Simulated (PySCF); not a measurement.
Si(Cl)2(Me)(NH2) (CH₅Cl₂NSi), SMILES [Si](C)(Cl)(Cl)N. Atoms are numbered in the order given.

```xyz
10

C      1.6519    -1.1858     0.3504
Si     0.0339    -0.3529    -0.0278
N     -1.1775    -1.4969    -0.4343
Cl     0.3878     1.0738    -1.5137
Cl    -0.6803     0.6901     1.6129
H      1.5314    -1.8911     1.1872
H      2.0147    -1.7404    -0.5306
H      2.4145    -0.4393     0.6191
H     -2.1491    -1.1958    -0.4769
H     -0.9826    -2.1852    -1.1591
```

Geometry: TPSSh-D3(BJ)/def2-SVP. This is a generated structure with no PubChem entry under its InChIKey; it may be hypothetical. The values are those of a single conformer.

Computed with PBE/pcSseg-1 (PySCF).

GIAO shieldings, no solvent; atoms listed in one row are averaged. δ = σ(ref) − σ: ¹³C against TMS (σ = 182.0 ppm); ²⁹Si against TMS (σ = 335.4 ppm); ¹⁵N against NH3 (σ = 267.0 ppm); ³⁵Cl against HCl (σ = 936.5 ppm); ¹H against TMS (σ = 31.49 ppm), references at their B3LYP-D3(BJ)/def2-TZVP geometries, non-relativistic (without spin–orbit terms, shifts of atoms bonded to Cl or Br come out too high).

```
nucleus       atoms  count  δ (ppm)
-------  ----------  -----  -------
¹³C              C1      1      8.9
²⁹Si            Si2      1     23.6
¹⁵N              N3      1     56.6
³⁵Cl            Cl4      1    161.9
³⁵Cl            Cl5      1    100.3
¹H               H9      1     1.66
¹H              H10      1     1.40
¹H       H6, H7, H8      3     0.89
```
